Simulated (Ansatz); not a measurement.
Program: Ansatz. Geometries: PBE0-D4/def2-TZVP. ΔE: electronic, gas phase. CCSD(T)/CBS is the MP2 limit (def2-TZVPP, def2-QZVPP) plus CCSD(T) − MP2 in def2-TZVPP, frozen cores. DFT in def2-TZVPP. B3LYP here is the variant with VWN-RPA as its local correlation; programs differ in this. For Ge, Se outer-core shells are correlated without core-valence functions, which leaves a few kJ/mol of doubt a bond. Scalar relativity is left out up to krypton. One conformer a species, not always the lowest.

Reaction (ligand exchange at a Ge–Se bond): `[GeH3][SeH]` + `NCS` → `SC[NH][GeH3]` + H₂Se

```
             level  ΔE (kJ/mol)  difference from CCSD(T)/CBS
            PBE-D4         46.9                          3.2
         r2SCAN-D4         45.8                          2.1
          B3LYP-D4         43.7                          0.0
           ωB97X-V         44.5                          0.8
           ωB97M-V         46.0                          2.3
               PBE         50.8                          7.1
            r2SCAN         47.1                          3.4
              PBE0         53.7                         10.0
             B3LYP         49.9                          6.2
     HF/def2-TZVPP         53.4                          9.7
    MP2/def2-TZVPP         41.4                         -2.3
SCS-MP2/def2-TZVPP         40.9                         -2.8
CCSD(T)/def2-TZVPP         40.5                         -3.2
SCS-MP2/def2-QZVPP         42.4                         -1.3
      HF/CBS(def2)         53.3                          9.6
    CCSD/CBS(def2)         45.9                          2.2
       CCSD(T)/CBS         43.7                            0
```

Largest T1 diagnostic among the species: 0.011.

The D4 term adds −6.2 kJ/mol with B3LYP and −3.6 kJ/mol with PBE0; it sums over pairs of atoms, weighted by their polarisabilities, and B3LYP, whose exchange is more repulsive, gets the larger term. In def2-TZVPP, CCSD(T) changes the Hartree–Fock value by −12.9 kJ/mol (the triples alone add −2.2 kJ/mol) and MP2 by −12.0 kJ/mol.
